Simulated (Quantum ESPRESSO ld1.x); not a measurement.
Values are calculated unless marked as measured or tabulated.
Ionisation ladder of praseodymium, from Pr X to Pr XII. Each ion is in the ground configuration listed by NIST, and IE = E(next ion) - E(this ion). Code: ld1.x of Quantum ESPRESSO 7.5. Model: Dirac Kohn-Sham, PBE, spin-unpolarised, spherical densities, point nucleus; open shells are shared between the two j in proportion to 2j + 1.

species,configuration,E (hartree),"IE, Delta-SCF (eV)",-e(HOMO) (eV),HOMO,<r> HOMO (bohr),"IE, NIST (eV)",kind,error (eV)
Pr X,[Kr] 4d10 4f2 5s2,-9221.96,140.91,124.88,4f7/2,0.868,148,theory,-7.1
Pr XI,[Kr] 4d10 5s2 5p1,-9216.78,159.50,149.86,5p3/2,1.41,162,theory,-2.5
Pr XII,[Kr] 4d10 5s2,-9210.92,200.56,191.81,5s1/2,1.28,196,theory,+4.6

Reference values: NIST Atomic Spectra Database (exp. = measured, semi-emp. = semi-empirical, theory = theoretical value adopted there). The ionisation energy per charge of the ion left behind rises most, in proportion, at Pr XII ([Kr] 4d10 5s2), from 14.500 to 16.713 eV. Spin polarisation and multiplet splitting are left out, so open shells lie too high by an amount that depends on their filling. Sharing an open shell by 2j + 1 raises it above the true ground level by a part of the spin-orbit splitting, which enters the differences from NIST.

Beside tabulated values, note that spin-unpolarised runs miss the spin-polarisation part of the exchange energy of open shells.
